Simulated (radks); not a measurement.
All-electron atom: Zr3+ in [Kr] 4d1.

All-electron calculation, scalar-relativistic Kohn-Sham, r2SCAN, spin-polarised, spherical densities, finite nucleus; open shells are filled with parallel spins first (spin-orbit coupling, left out, can overturn this in heavy ions); meta-GGA in the generalised Kohn-Sham scheme; Fermi nuclear charge, rms radius 4.2694 fm. Program: a radial shooting solver on a logarithmic mesh with Libxc functionals.

Energy parts (hartree):
| part | energy |
|---|---|
| total | -3597.50290 |
| kinetic | 3699.18609 |
| electron-nucleus | -8624.48002 |
| Hartree | 1441.43818 |
| exchange-correlation | -113.64714 |

Orbitals (lengths in bohr, moments of r in powers of bohr; <r^-3> diverges for s and p1/2; r(max) is where P^2 peaks):
orbital  occ.  eigenvalue (hartree)   <1/r>   r(max)  <r^-3>
1s up       1             -657.5851   41.25  0.02414       -
1s down     1             -657.5855   41.25  0.02414       -
2s up       1             -92.42052   9.266   0.1369       -
2s down     1             -92.41500   9.266   0.1369       -
2p up       3             -82.43747   9.013   0.1095    2154
2p down     3             -82.43363   9.013   0.1095    2154
3s up       1             -16.18667   3.150   0.4075       -
3s down     1             -16.18467   3.149   0.4075       -
3p up       3             -12.90036   2.985   0.4019   347.2
3p down     3             -12.89783   2.985   0.4019   347.1
3d up       5              -7.52652   2.739   0.3484   44.97
3d down     5              -7.52181   2.739   0.3485   44.96
4s up       1              -3.06590   1.116    1.078       -
4s down     1              -3.03643   1.121    1.075       -
4p up       3              -2.22074  0.9886    1.175   45.87
4p down     3              -2.18523  0.9952    1.171   46.63
4d up       1              -1.03838  0.7178    1.493   3.515
4d down     0              -0.98209  0.7329    1.473   3.707

The highest occupied level is 4d up at -28.256 eV. Spin moment in Bohr magnetons: 1. The electron density at the nucleus is 7.604e+04 e/bohr^3 (large components only). For comparison, the ionisation energy in NIST's Atomic Spectra Database is 34.418 eV (measured). In exact Kohn-Sham theory the highest level is minus the ionisation energy, but local and semilocal functionals leave it too shallow, through self-interaction and a potential that decays too fast; potentials with the right tail come closer.
